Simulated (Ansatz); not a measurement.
Abridged output of a molecular run in Ansatz:

```
Functional definition: HF
1760 factors; integrals over basis functions are off by at most 1.0e-3 eV
mean field evaluation 1: about -15899.9182 eV, gradient 4.8e1 eV
mean field evaluation 2: about -15900.2334 eV, gradient 4.9e1 eV
mean field evaluation 4: about -15905.2717 eV, gradient 4.7e0 eV
mean field evaluation 8: about -15905.3541 eV, gradient 2.9e-1 eV
mean field -15905.35446548 eV, -584.5109955698 hartree, gradient 4.3e-6 eV, S^2 0.000000; 0 other end points of the search recorded, 0 dependent functions left out
10 core orbitals not correlated: weight in the atoms' cores, before any rotation towards them, 1.000 or more for the frozen orbitals, at most 0.000 for the correlated occupied ones
reference -15905.35446548 eV, -584.5109955698 hartree; 18, 18 occupied and 267, 267 virtual orbitals, 1760 factors
second order -30.21432662 eV of doubles, -0.00000000 eV of singles
cycle   1  -30.45943259 eV  change   -2.5e-1 eV  update   1.1e-1
cycle   2  -31.13532071 eV  change   -6.8e-1 eV  update   3.3e-2
cycle   3  -31.29334454 eV  change   -1.6e-1 eV  update   1.7e-2
cycle   4  -31.27983645 eV  change    1.4e-2 eV  update   3.9e-3
cycle   5  -31.27690889 eV  change    2.9e-3 eV  update   1.8e-3
cycle   6  -31.27798549 eV  change   -1.1e-3 eV  update   5.7e-4
cycle   7  -31.27777519 eV  change    2.1e-4 eV  update   2.2e-4
cycle   8  -31.27760978 eV  change    1.7e-4 eV  update   7.1e-5
cycle   9  -31.27761910 eV  change   -9.3e-6 eV  update   3.0e-5
perturbative correction -1.15755483 eV, -0.0425393553 hartree
Total energy: -15937.78963940 eV, -585.7029662262 hartree
```

Its atoms:

```xyz
13

B     1.0575   -0.6028    0.6202
C     0.9543    0.1267   -0.8288
F     1.1830    1.5325   -0.7746
Si   -0.8719   -0.1057   -0.6246
N    -0.4833   -0.1951    1.1515
O    -1.8686    1.1360   -0.9911
H     1.0175   -1.8045    0.4497
H     1.8929   -0.2288    1.4016
H     1.5299   -0.2839   -1.6540
H    -1.5496   -1.3733   -0.9640
H    -0.4851    0.6983    1.6307
H    -0.9457   -0.8747    1.7412
H    -1.4309    1.9753   -1.1577
```

Task: Which basis set was used?
A. def2-SVPD
B. def2-SVP
C. cc-pV(Q+d)Z
D. def2-TZVPP

Result: D. It gives 295 functions.

Task: Write the keys of the input that set method, charge and spin (a neutral closed shell needs none for the last two).

Result: 
```yaml
correlation: {method: ccsd_t}
```
